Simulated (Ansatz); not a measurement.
Z-matrix (Å, degrees):
```
C
B 1 1.554
F 1 1.393 2 115.6
H 1 1.100 2 109.9 3 122.4
H 1 1.100 2 109.9 3 -122.4
B 2 1.628 1 124.9 3 -0.0
Si 2 2.020 1 114.8 3 180.0
H 6 1.199 2 121.8 1 91.5
H 6 1.199 2 121.8 1 -91.4
O 7 1.657 2 107.6 1 0.2
H 7 1.493 2 110.6 1 121.2
H 7 1.493 2 110.5 1 -120.8
H 10 0.958 7 117.9 2 -180.0
```

Total charge 0; spin multiplicity 1.

Q: List the PBE/def2-TZVPP orbital energies in eV (Ansatz). (Best estimate.)

A: Computed: Occupied: -1780.00, -659.43, -510.50, -270.68, -177.00, -176.89, -137.69, -94.46, -94.40, -94.40, -29.50, -25.19, -17.43, -14.28, -13.09, -12.01, -11.67, -11.61, -11.26, -9.32, -9.27, -8.56, -8.51, -8.00, -7.33, -7.18, -6.79. Lowest empty: -2.80, -2.76, -0.80, 0.30, 0.94, 1.10, 1.50, 1.51.
